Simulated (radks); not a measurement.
The numbers below are computed, except where a source is named.
V3+, 20 electrons, occupied as [Ar] 3d1.5 4f0.5 (fractional occupations, a model configuration). Code: a radial shooting solver on a logarithmic mesh with Libxc functionals. Model: scalar-relativistic Kohn-Sham, PBE, spin-unpolarised, spherical densities, finite nucleus; Fermi nuclear charge, rms radius 3.6002 fm.

Normalised radial functions P(r) = r R(r), r in bohr:

| r | 2p | 3p | 3d |
|---|---|---|---|
| 0.005857 | 0.0129 | 0.0048 | 0.0000 |
| 0.00671 | 0.0166 | 0.0062 | 0.0000 |
| 0.007749 | 0.0218 | 0.0081 | 0.0000 |
| 0.008878 | 0.0281 | 0.0105 | 0.0001 |
| 0.01025 | 0.0367 | 0.0137 | 0.0001 |
| 0.01175 | 0.0471 | 0.0176 | 0.0001 |
| 0.01357 | 0.0613 | 0.0229 | 0.0002 |
| 0.01554 | 0.0783 | 0.0292 | 0.0003 |
| 0.01795 | 0.1013 | 0.0378 | 0.0005 |
| 0.02057 | 0.1287 | 0.0480 | 0.0007 |
| 0.02375 | 0.1650 | 0.0615 | 0.0011 |
| 0.02721 | 0.2078 | 0.0774 | 0.0016 |
| 0.03143 | 0.2638 | 0.0981 | 0.0024 |
| 0.036 | 0.3283 | 0.1220 | 0.0034 |
| 0.04158 | 0.4109 | 0.1524 | 0.0051 |
| 0.04802 | 0.5096 | 0.1885 | 0.0074 |
| 0.05502 | 0.6188 | 0.2282 | 0.0106 |
| 0.06354 | 0.7515 | 0.2759 | 0.0154 |
| 0.07279 | 0.8921 | 0.3256 | 0.0218 |
| 0.08407 | 1.0545 | 0.3817 | 0.0311 |
| 0.09631 | 1.2160 | 0.4353 | 0.0431 |
| 0.1112 | 1.3885 | 0.4888 | 0.0603 |
| 0.1274 | 1.5434 | 0.5314 | 0.0819 |
| 0.1472 | 1.6866 | 0.5612 | 0.1118 |
| 0.1686 | 1.7890 | 0.5675 | 0.1480 |
| 0.1947 | 1.8487 | 0.5426 | 0.1960 |
| 0.2231 | 1.8478 | 0.4822 | 0.2515 |
| 0.2577 | 1.7789 | 0.3734 | 0.3214 |
| 0.2952 | 1.6495 | 0.2268 | 0.3974 |
| 0.3409 | 1.4523 | 0.0287 | 0.4869 |
| 0.3906 | 1.2248 | -0.1891 | 0.5768 |
| 0.4511 | 0.9632 | -0.4351 | 0.6729 |
| 0.5168 | 0.7207 | -0.6611 | 0.7590 |
| 0.5968 | 0.4922 | -0.8687 | 0.8386 |
| 0.6838 | 0.3172 | -1.0115 | 0.8947 |
| 0.7897 | 0.1809 | -1.0873 | 0.9257 |
| 0.912 | 0.0923 | -1.0775 | 0.9219 |
| 1.045 | 0.0435 | -0.9952 | 0.8850 |
| 1.207 | 0.0170 | -0.8491 | 0.8128 |
| 1.382 | 0.0060 | -0.6796 | 0.7190 |
| 1.597 | 0.0017 | -0.4949 | 0.6015 |
| 1.829 | 0.0004 | -0.3378 | 0.4834 |
| 2.112 | 0.0001 | -0.2047 | 0.3612 |
| 2.42 | 0.0000 | -0.1152 | 0.2567 |
| 2.795 | 0.0000 | -0.0552 | 0.1644 |
| 3.202 | 0.0000 | -0.0241 | 0.0984 |
| 3.698 | 0.0000 | -0.0086 | 0.0517 |
| 4.237 | 0.0000 | -0.0027 | 0.0251 |
| 4.893 | 0.0000 | -0.0007 | 0.0101 |
| 5.606 | 0.0000 | -0.0001 | 0.0036 |
| 6.474 | 0.0000 | 0.0000 | 0.0010 |
| 7.418 | 0.0000 | 0.0000 | 0.0002 |
| 8.566 | 0.0000 | 0.0000 | 0.0000 |
| 9.814 | 0.0000 | 0.0000 | 0.0000 |
| 11.33 | 0.0000 | 0.0000 | 0.0000 |
| 12.99 | 0.0000 | 0.0000 | 0.0000 |
| 15 | 0.0000 | 0.0000 | 0.0000 |

2p: eigenvalue -545.45 eV, 0 radial nodes, <r> = 0.274 bohr, 90 % of the charge inside 0.450 bohr. 3p: eigenvalue -83.313 eV, 1 radial node at r = 0.347 bohr, <r> = 0.982 bohr, 90 % of the charge inside 1.50 bohr. 3d: eigenvalue -42.531 eV, 0 radial nodes, <r> = 1.13 bohr, 90 % of the charge inside 1.86 bohr.
